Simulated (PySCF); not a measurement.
C2H3Cl3, SMILES CC(Cl)(Cl)Cl. Geometry optimised at ωB97X-D3(BJ)/def2-SVP.

**Question.** Give the equilibrium geometry at ωB97X-D3(BJ)/def2-SVP (PySCF confirms it by a frequency run) as Cartesian coordinates in Å, and its point group. (Estimate from the structure and the level; the computed values follow.)

**Answer.** point group C3v.
```xyz
8

C      0.0000     0.0000     1.7633
C      0.0000     0.0000     0.2466
Cl     1.4466    -0.8352    -0.3615
Cl     0.0000     1.6703    -0.3615
Cl    -1.4466    -0.8352    -0.3615
H      0.0000    -1.0374     2.1254
H     -0.8984     0.5187     2.1254
H      0.8984     0.5187     2.1254
```
Charge 0, spin multiplicity 1.
